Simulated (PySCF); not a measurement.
Compound: C₅H₂FNO (charge +1 and doublet state).
SMILES with atom numbers: `[N:1]#[C:2][C:3]1=[C:4]([F:5])[O:6][CH:7][CH+:8]1` (hydrogens: H9 on C7; H10 on C8)

Geometry (GFN2-xTB, Å), atoms numbered from 1 in this order:
```xyz
10
C5H2FNO angstrom
N      3.1231   -0.5379   -0.3101
C      2.0048   -0.3235   -0.2024
C      0.6304   -0.0701   -0.0704
C     -0.0176    1.1888   -0.2358
F      0.4808    2.3284   -0.5304
O     -1.3142    1.0812   -0.0429
C     -1.5716   -0.2060    0.2473
C     -0.4076   -0.9609    0.2438
H     -2.5983   -0.4813    0.4373
H     -0.3209   -2.0140    0.4411
```

Computed with UKS B3LYP, pcH-1 on C F H N O, non-relativistic, mean-field spin-orbit, GIAO in PySCF. Isolated species at its GFN2-xTB geometry, gas phase. A GFN2-xTB geometry isn't a minimum of the functional, and hyperfine couplings can be far from their values at a DFT geometry, by a factor of two or more for some ions and for spin on atoms past the first row. The SCF solution wasn't tested for stability.

(1) Give the principal g shifts and their parts.

(2) Average each term over the three axes. Which is largest in size?

(3) What effective moment and Curie constant follow for a powder?

(4) At 9.733 GHz, how far is the centre of the isotropic spectrum from where a free electron (g = 2.002319) resonates?

(5) In a frozen sample, at which fields do the three g values resonate at 9.5, 34, 94 and 263 GHz (hyperfine left aside), and which band first spreads them over more than twice a line width of 1.0 mT?

Results:

(1) 
```json
{"Δg (ppm)": "relativistic mass correction", "1": "-189", "2": "-189", "3": "-189"}
{"Δg (ppm)": "gauge correction", "1": "-2", "2": "49", "3": "36"}
{"Δg (ppm)": "orbital Zeeman/spin–orbit", "1": "-42", "2": "1045", "3": "1890"}
{"Δg (ppm)": "total", "1": "-233", "2": "905", "3": "1737"}
```

So g = 2.00209, 2.00322, 2.00406 and g_iso = 2.00312; the tensor is rhombic: the two nearest values differ by 42 % of g3 − g1. Axes: g1 is normal to the molecular plane, g2 points within 7° of the C3–C8 bond and g3 points within 10° of the C7–C8 bond.

(2) The orbital-Zeeman/spin–orbit term 964, the mass correction -189 and the gauge correction 28 ppm, for a total of 803 ppm. The orbital-Zeeman/spin–orbit term is the largest in size. The mass correction is the same along every axis, so the anisotropy comes from the other two: their spans along these axes are 51 (gauge) and 1932 ppm (orbital Zeeman/spin–orbit).

(3) With the mean of g² = 4.0125 and S(S+1) = 0.75: μ_eff = √(⟨g²⟩S(S+1)) = 1.735 μB and χT = 0.12505·⟨g²⟩·S(S+1) = 0.376 cm³ K/mol (cgs; spin-Hamiltonian part alone).

(4) B = hν/(g μB) with μB/h = 13.99624 MHz/mT gives 347.30 mT for the free electron and 347.16 mT at g_iso, 0.14 mT lower.

(5) 
```tsv
band	GHz	B(g3) mT	B(g2) mT	B(g1) mT	spread mT
X	9.5	338.69	338.83	339.02	0.33
Q	34.0	1212.15	1212.66	1213.35	1.19
W	94.0	3351.25	3352.64	3354.54	3.30
J	263.0	9376.36	9380.26	9385.59	9.23
```

The spread grows in proportion to the frequency. W band is the first where it exceeds 2.0 mT.

Largest spin populations (Mulliken): C7 (+0.46), C4 (+0.35), C3 (+0.16) and N1 (+0.14). Three atoms exceed +0.15.

The HOMO–LUMO gaps are 6.03 eV among the α and 2.84 eV among the β orbitals.
